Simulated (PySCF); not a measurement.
## Radial density of Ti⁵⁺ (titanium, charge +5)

UHF, [Ne] 3s2 3p5, 2P determinant. Computed with PySCF 2.14 in an even-tempered Gaussian basis (20 s from 0.13 bohr⁻², ratio 2.5; 13 p from 0.17 bohr⁻², ratio 2.5; 5 d from 2.3 bohr⁻², ratio 2.7; 5 f from 3.5 bohr⁻², ratio 2.7), with scalar relativity by spin-free X2C-1e.

| r (bohr) | 4πr²ρ (e/bohr) | 4πr²(ρα − ρβ) |
| --- | --- | --- |
| 0.000991 | 0.1128 | 0.0000 |
| 0.00167 | 0.2945 | 0.0000 |
| 0.00280 | 0.7542 | 0.0000 |
| 0.00472 | 1.874 | 0.0001 |
| 0.00793 | 4.417 | 0.0002 |
| 0.0133 | 9.515 | 0.0007 |
| 0.0224 | 17.57 | 0.0033 |
| 0.0378 | 25.13 | 0.0162 |
| 0.0635 | 24.57 | 0.0708 |
| 0.107 | 19.44 | 0.2204 |
| 0.180 | 25.84 | 0.3449 |
| 0.302 | 23.44 | 0.0670 |
| 0.508 | 7.841 | 0.3006 |
| 0.855 | 8.844 | 1.2296 |
| 1.44 | 2.883 | 0.4145 |
| 2.42 | 0.06514 | 0.0085 |

Densities and radii are taken from the X2C orbitals without a picture-change correction, which distorts them close to the nucleus.
